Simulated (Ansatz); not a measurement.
Name a neutral molecule of Cl, F, O, S, Ti and H with LUMO energy (B3LYP/def2-TZVPP) between -3.05 and -2.75 eV and LUMO energy (PBE/def2-TZVPP) between -3.75 and -3.45 eV (Ansatz, PBE0-D4/def2-TZVP geometry).

`[OH][Ti]([F])([SH])[Cl]` (-2.99 eV, -3.64 eV). Other molecules can fit too; these were computed, each in one conformer that needn't be the lowest.

B3LYP here is the variant with VWN-RPA as its local correlation; programs differ in this.
